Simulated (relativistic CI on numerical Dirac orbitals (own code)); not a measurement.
**Electric-dipole transitions in Nd19+**

These numbers are calculated, not measured: Dirac-Coulomb-Breit CI, separate exchange-only KLI orbitals for each configuration, model QED, unscaled Slater integrals (own radial code, finite nucleus).

Configurations in the expansion (outside the closed core [Ar] 3d10): 4s²4p⁶4d⁵, 4s²4p⁵4d⁶, 4s²4p⁶4d⁴4f, 4s4p⁶4d⁶, 4s²4p⁵4d⁵4f, 4s²4p⁶4d⁴5s, 4s4p⁶4d⁵4f, 4s²4p⁶4d⁴5p, 4s²4p⁶4d³4f5s, 4s²4p⁶4d⁴5d, 4s²4p⁶4d³5s5p, 4s²4p⁵4d⁵5s, 4s²4p⁶4d⁴5f, 4s²4p⁶4d⁴6s, 4s²4p⁶4d⁴5g, 4s²4p⁶4d⁴6p, 4s²4p⁶4d⁴6f, 4p⁶4d⁶4f, 4p⁶4d⁷, 4p⁵4d⁸, 4p⁵4d⁷4f, 4s²4p⁶4d³5s², 4s²4p⁶4d²4f5s², 4s²4p⁵4d³4f5s², 4s4p⁶4d³4f5s². Double excitations out of closed p, d and f shells are left out; levels of such configurations are missing from the list, as are those of other unlisted configurations, and high levels can miss mixing partners. These lack a partner that the ground configuration has and come out too high: 4s²4p⁵4d⁵5s.

```
λ vac (Å)                  Lower                      Upper   A (s⁻¹)        gf  Branching (%)
   84.810    4s²4p⁶4d⁵ ⁶S5/2 [1]   4s²4p⁶4d⁴4f ²F°7/2 [295]  6.13e+09  5.29e-02           27.3
   85.491    4s²4p⁶4d⁵ ⁶S5/2 [1]   4s²4p⁶4d⁴4f ²G°7/2 [279]  1.33e+10  1.17e-01           43.6
   86.512    4s²4p⁶4d⁵ ⁴G7/2 [3]   4s²4p⁶4d⁴4f ²F°5/2 [355]  1.01e+10  6.83e-02           25.7
   92.950  4s²4p⁶4d⁵ ²I13/2 [14]  4s²4p⁶4d⁴4f ²I°13/2 [302]  1.28e+10  2.33e-01           69.5
   93.767  4s²4p⁶4d⁵ ²I11/2 [11]   4s²4p⁶4d⁴4f ²H°9/2 [267]  1.08e+10  1.42e-01           77.2
   102.24  4s²4p⁶4d⁵ ²I13/2 [14]    4s²4p⁵4d⁶ ⁴G°11/2 [142]  2.37e+10  4.47e-01           81.6
   103.44  4s²4p⁶4d⁵ ²I11/2 [11]     4s²4p⁵4d⁶ ⁴F°9/2 [123]  1.28e+10  2.05e-01           51.6
   104.97    4s²4p⁶4d⁵ ⁴G5/2 [2]      4s²4p⁵4d⁶ ⁴P°3/2 [72]  1.15e+10  7.60e-02           60.0
   105.13    4s²4p⁶4d⁵ ⁴G9/2 [6]      4s²4p⁵4d⁶ ⁴D°7/2 [89]  1.56e+10  2.06e-01           63.6
   105.63   4s²4p⁶4d⁵ ⁴G11/2 [4]      4s²4p⁵4d⁶ ⁴G°9/2 [80]  1.78e+10  2.98e-01           78.7
   105.72    4s²4p⁶4d⁵ ⁴G9/2 [6]      4s²4p⁵4d⁶ ⁴G°9/2 [86]  9.11e+09  1.53e-01           52.5
   105.75  4s²4p⁶4d⁵ ²I11/2 [11]    4s²4p⁵4d⁶ ²I°11/2 [107]  1.99e+10  4.01e-01           79.3
   106.28   4s²4p⁶4d⁵ ⁴G11/2 [4]     4s²4p⁵4d⁶ ⁴G°11/2 [78]  1.65e+10  3.35e-01           92.2
   106.41    4s²4p⁶4d⁵ ⁴G5/2 [2]      4s²4p⁵4d⁶ ⁴D°5/2 [64]  1.01e+10  1.03e-01           65.3
   106.78    4s²4p⁶4d⁵ ⁶S5/2 [1]      4s²4p⁵4d⁶ ⁴F°7/2 [45]  4.03e+09  5.51e-02           44.0
   107.14    4s²4p⁶4d⁵ ⁴G7/2 [3]      4s²4p⁵4d⁶ ⁴D°7/2 [71]  6.57e+09  9.04e-02           57.6
   107.27  4s²4p⁶4d⁵ ²I13/2 [14]    4s²4p⁵4d⁶ ²I°13/2 [101]  2.07e+10  5.00e-01           89.4
   107.31    4s²4p⁶4d⁵ ⁴D7/2 [9]      4s²4p⁵4d⁶ ⁴F°5/2 [88]  1.27e+10  1.31e-01           45.8
   107.46    4s²4p⁶4d⁵ ⁴G7/2 [3]      4s²4p⁵4d⁶ ⁴F°7/2 [69]  6.55e+09  9.07e-02           31.8
   107.68    4s²4p⁶4d⁵ ⁶S5/2 [1]      4s²4p⁵4d⁶ ⁶P°3/2 [44]  2.24e+10  1.55e-01           97.5
   107.81    4s²4p⁶4d⁵ ⁶S5/2 [1]      4s²4p⁵4d⁶ ⁶P°5/2 [43]  2.06e+10  2.15e-01           94.6
   107.99    4s²4p⁶4d⁵ ⁴G5/2 [2]      4s²4p⁵4d⁶ ⁴D°5/2 [56]  1.50e+10  1.58e-01           81.3
   108.56    4s²4p⁶4d⁵ ⁴G7/2 [3]      4s²4p⁵4d⁶ ⁴G°7/2 [63]  8.02e+09  1.13e-01           60.5
   109.01    4s²4p⁶4d⁵ ⁴G9/2 [6]      4s²4p⁵4d⁶ ²G°9/2 [67]  7.13e+09  1.27e-01           47.1
   109.91    4s²4p⁶4d⁵ ⁶S5/2 [1]      4s²4p⁵4d⁶ ⁴D°7/2 [39]  7.12e+09  1.03e-01           86.8
   109.96    4s²4p⁶4d⁵ ⁴G5/2 [2]      4s²4p⁵4d⁶ ⁶F°7/2 [51]  5.25e+09  7.61e-02           53.4
   110.48    4s²4p⁶4d⁵ ⁴G5/2 [7]      4s²4p⁵4d⁶ ⁴F°5/2 [61]  1.15e+10  1.26e-01           63.3
   110.63    4s²4p⁶4d⁵ ⁴G9/2 [6]     4s²4p⁵4d⁶ ⁴H°11/2 [59]  8.66e+09  1.91e-01           72.7
   111.28    4s²4p⁶4d⁵ ⁴G7/2 [3]      4s²4p⁵4d⁶ ⁴H°9/2 [54]  6.15e+09  1.14e-01           76.3
   113.57   4s²4p⁶4d⁵ ⁴G11/2 [4]     4s²4p⁵4d⁶ ⁴H°13/2 [48]  2.68e+09  7.26e-02           89.5
```

Terms are leading LS components. Brackets give the number of a level in order of energy, since labels repeat. The list gives strong lines, with weight on those to low levels, without lines whose two gauges differ by over a factor of 2.5, among the lowest 400 of 9974 levels, so that lines to higher ones, which can be the strongest, are missing. Levels whose partners in the same complex of configurations lie outside the list can be far off, and so can their lines. Rates are taken at the computed energies, electric ones in the length gauge.

At this charge energies of transitions that change n are usually good to better than 1 %, and those within a shell (Δn = 0) to a few per cent. Terms inside the open d or f shell come out 10 to 20 % too wide with unscaled integrals.

LS names give the leading component of a level, which can be under half, so a name can repeat, a term be missing and a line seem to break the LS rules.
